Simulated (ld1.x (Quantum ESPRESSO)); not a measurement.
# What the settings do to the TM potential of bismuth (Bi)

Base potential:

* Element: Bi
* Generator: ld1.x (Quantum ESPRESSO) 7.5
* Type: norm-conserving Troullier–Martins (Kleinman–Bylander form)
* Functional: PBE
* Relativity: scalar-relativistic
* Frozen core: [Xe] 4f14 5d10
* Valence charge: 5
* Reference configuration: 6s2 6p3
* Partial waves: 6p (bound): rc 1.75 bohr; 6d channel at 0.2 Ry: rc 1.55 bohr; 6s (bound): rc 1.75 bohr
* Local potential: the s channel
* Core correction: a·sin(br)/r model core inside 1.35 bohr

All-electron outer shells of the reference configuration (PBE, scalar-relativistic, ld1.x):

| shell | level (eV) | outermost node (bohr) | outermost maximum (bohr) |
| --- | --- | --- | --- |
| 5p | -95.86 | 0.48 | 0.86 |
| 5d | -27.08 | 0.51 | 1.03 |
| 6s | -14.48 | 0.98 | 1.88 |
| 6p | -4.57 | 1.14 | 2.44 |

Cutoffs, loose and tight: the cutoffs (Ry, on a coarse ladder) from which the occupation-weighted sum of valence levels, in a spherical-Bessel basis at the reference potential, stays within 10 and 1 mRy of its value at 400 Ry. They do not see the model core or the augmentation charge, which bear on the density cutoff. Test errors are all-electron minus pseudo excitation energies from the reference, over the configurations 6s2 6p2; 6s2 6p1; 6s2 6p0; 6s1 6p3; 6s2 6p2.5; 6s1 6p0; 6s2 6p3.3. A dash means not determined; rows that change the core or the reference have their own tests.

A true bound ghost makes a file unfit for plane-wave use even where its test errors are small: the radial tests pick states by their node count and pass the ghost by.

| change | outcome | cutoff, loose | cutoff, tight | bound ghosts | largest test error (meV) |
| --- | --- | --- | --- | --- | --- |
| base | generated | 45 Ry | 100 Ry | p | -922 |
| core correction a·sin(br)/r model core inside 0.84 bohr | generated | 45 Ry | 100 Ry | p | -924 |
| core correction a·sin(br)/r model core inside 1.02 bohr | generated | 45 Ry | 100 Ry | p | -923 |
| core correction a·sin(br)/r model core inside 1.36 bohr | generated | 45 Ry | 100 Ry | p | -922 |
| core correction a·sin(br)/r model core inside 1.52 bohr | generated | 45 Ry | 100 Ry | p | -921 |
| core correction a·sin(br)/r model core inside 1.88 bohr | generated | 45 Ry | 100 Ry | p | -925 |

What comes out with this change to the base: core correction none?

outcome: generated; cutoff, loose: 45 Ry; cutoff, tight: 100 Ry; bound ghosts: p; largest test error (meV): +162.
